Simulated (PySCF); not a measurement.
# Structure from 2D NMR

Compound of formula C$_{8}$H$_{15}$P. Correlations simulated from computed shifts and the bond graph:

HSQC (one-bond C–H):
| δH | δC |
| --- | --- |
| 2.08 | 35.9 |
| 1.98 | 34.7 |
| 1.84 | 34.7 |
| 1.76 | 15.4 |
| 1.57 | 26.5 |
| 1.49 | 34.7 |
| 1.35 | 26.5 |
| 1.14 | 20.8 |

COSY cross peaks (H two or three bonds apart, from the bond graph; peaks can be absent where the dihedral angle is near 90°):
| δH | δH |
| --- | --- |
| 2.08 | 1.98 |
| 2.08 | 1.84 |
| 2.08 | 1.49 |
| 1.98 | 1.84 |
| 1.98 | 1.57 |
| 1.98 | 1.35 |
| 1.84 | 1.57 |
| 1.84 | 1.35 |
| 1.76 | 1.14 |
| 1.57 | 1.35 |

HMBC (two and three bonds, from the bond graph):
| δH | δC |
| --- | --- |
| 2.08 | 34.7, 34.7, 26.5 |
| 1.98 | 35.9, 34.7, 34.7, 26.5 |
| 1.84 | 35.9, 34.7, 34.7, 26.5 |
| 1.76 | 20.8 |
| 1.57 | 35.9, 34.7, 34.7, 26.5, 20.8 |
| 1.49 | 35.9, 34.7, 26.5, 20.8 |
| 1.35 | 35.9, 34.7, 34.7, 26.5, 20.8 |
| 1.14 | 34.7, 26.5, 15.4 |

Computational details: structure optimised with GFN2-xTB, σ from GIAO-PBE0/pcSseg-1, in PySCF (non-relativistic, one computed conformer, gas phase, averaged over atoms made equivalent by symmetry, fast rotation or ring inversion).

References, each an isolated molecule treated in the same way: TMS for ¹H and ¹³C.

Exchangeable hydrogens are left out of these lists.

Problem. Assemble the structure.

Solution. SMILES CC=[P@]12CC[C@H](CC1)C2.

Atoms are numbered as in `[CH3:1][CH:2]=[P@:3]12[CH2:4][CH2:5][C@H:6]([CH2:7][CH2:8]1)[CH2:9]2`. Hydrogens are named by the atom that carries them. Ha(C7), Ha(C8) are cis to C5 on the ring; Ha(C4), Ha(C5) are cis to C7 on the ring; Hb(C7), Hb(C8) are trans to C5 on the ring; Hb(C4), Hb(C5) are trans to C7 on the ring.

δC 35.9 is C6, an sp3 CH in a ring (δH 2.08). δC 34.7 is C9, an sp3 CH2 bonded to P (δH 1.49). δC 34.7 is C5/C7, an sp3 CH2 in a ring (δH 1.98, 1.84). δC 26.5 is C4/C8, an sp3 CH2 bonded to P (δH 1.57, 1.35). δC 20.8 is C2, a carbon double-bonded to a heavier main-group atom (δH 1.14). δC 15.4 is C1, a methyl carbon (δH 1.76). COSY links 2.08–1.98, 2.08–1.84, 2.08–1.49, 1.98–1.84, 1.98–1.57, 1.98–1.35.

This is the structure that produced the data.

Shifts are as computed. Against solution values, carbons near 30 ppm lie about +3 ppm off and those near 130 ppm about +5 ppm. Of 1211 compounds with measured shifts, 218 miss one by over three times the rms of a fit or turn the order of signals round; such compounds aren't used in these exercises.
